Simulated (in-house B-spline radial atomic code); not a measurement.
LDA exchange-only excitations of the zirconium ion Zr⁴⁺

Method: LDA exchange-only. Computed with an all-electron radial atomic-structure program (B-spline basis): linear response of the closed shell [Ar] 3d10 4s2 4p6 with the functional's adiabatic kernel; scalar-relativistic (spin-free one-electron X2C), finite nucleus, no spin-orbit coupling, no double excitations, S, P, D and F terms only; shells from n = 2 respond. Only terms of natural parity with L up to 3 were computed.

Command:
```bash
python run_td.py task.json out
```
Settings (radii: box in bohr, nucleus in fm):
```
Z                        40
electrons                36
configuration            [Ar] 3d10 4s2 4p6
hamiltonian              x2c
method                   lda,
box_radius               19.1
rms_radius               4.2694
intervals                71
```

Run time, properties included: 1 s on 1 thread of Intel(R) Xeon(R) Platinum 8488C (Sapphire Rapids), on a shared host.

The lowest states, in the order of their Tamm-Dancoff energies; the method's threshold (minus the highest occupied level) is 71.19 eV. Labels give the largest channel, * marks a mixed state, and oscillator strengths are full-response dipole values. Semilocal kernels can invert the small singlet-triplet splittings of Rydberg terms. Energies in eV:

| state | full response | Tamm-Dancoff | oscillator strength |
| --- | --- | --- | --- |
| 4p → 4d 3P | 29.987 | 30.07 | - |
| 4p → 4d 3F | 30.69 | 30.76 | - |
| 4p → 4d 1F | 32.95 | 32.98 | - |
| 4p → 5s 3P | 38.42 | 38.43 | - |
| 4p → 5s 1P | 39.09 | 39.11 | 0.4 |
| 4p → 4d 1P | 39.92 | 41.23 | 5.44 |
| 4p → 5p 3S | 44.01 | 44.04 | - |
| 4p → 5p 3D | ? | ? | - |
| 4p → 5p 1D | ? | ? | - |
| 4p → 5p 1S | 46.98 | 47.14 | - |

(1) Where does 4p → 5p 3D lie?

(2) Where does 4p → 5p 1D lie?

(3) How large is the singlet-triplet splitting of 4p → 4d (F terms) in Tamm-Dancoff?

(4) What polarisabilities and dispersion coefficient does the method give?

## Answers

(1) At 44.67 eV in full response, 44.68 eV in Tamm-Dancoff.

(2) At 45.08 eV in full response, 45.08 eV in Tamm-Dancoff.

(3) 2.22 eV, from the unrounded values.

(4) Dipole 3.021 bohr³, quadrupole 6.068 bohr⁵, C6 10.93 hartree·bohr⁶ for two such species.
